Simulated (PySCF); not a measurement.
Ionisation energy along the 23-electron series

Calculated with PySCF 2.14 and a two-component X2C-1e Hamiltonian (Gaussian nucleus, no Breit or QED terms), each ion in its own even-tempered basis scaled to its charge; GMP2 freezes [Ne] and drops the highest virtual spinors. Values in eV. NIST values: (m) measured, (s) semi-empirical, (t) theoretical.

```
  ion  configuration  GHF (spin-free)  GMP2 (spin-free)  GHF (screened spin-orbit)  GMP2 (screened spin-orbit)          NIST
Te²⁹⁺       [Ar] 3d5           1721.2            1721.4                     1710.9                      1709.9  1707 ± 4 (t)
Xe³¹⁺       [Ar] 3d5           1935.6            1935.7                     1922.0                      1920.9  1919 ± 4 (t)
```

Question: Fill in the row of I³⁰⁺.

Answer: configuration: [Ar] 3d5; GHF (spin-free): 1826.9; GMP2 (spin-free): 1827.0; GHF (screened spin-orbit): 1814.9; GMP2 (screened spin-orbit): 1813.8; NIST: 1812 ± 4 (t).
